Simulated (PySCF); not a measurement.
**How methods differ on the ionisation energy of Se**

Se [Ar] 3d10 4s2 4p4 (3P) → Se⁺ [Ar] 3d10 4s2 4p3 (4S), as a difference of total energies. Calculation: PySCF 2.14, in x2c-TZVPPall with one added diffuse shell each of s, p, d type (7s6p5d1f, 57 functions); scalar relativity by spin-free X2C-1e. Correlated levels: valence: [Ar] 3d10 frozen. The calculations carry no spin-orbit coupling.

| method | ionisation energy (eV) | plus first-order spin-orbit estimate | error of that sum (eV) |
| --- | --- | --- | --- |
| UHF | 8.542 | 8.654 | -1.098 |
| MP2 (valence) | 9.219 | 9.330 | -0.422 |
| SCS-MP2 (valence) | 9.285 | 9.396 | -0.356 |
| CCSD (valence) | 9.331 | 9.442 | -0.310 |
| CCSD(T) (valence) | 9.361 | 9.472 | -0.280 |

Reference: 9.752 eV (measured; NIST Atomic Spectra Database, ionization energies).

A first-order spin-orbit estimate (lowest level to lowest level, LS coupling) adds 0.111 eV.

Errors of the correlated levels include the incompleteness of this basis and the frozen core.
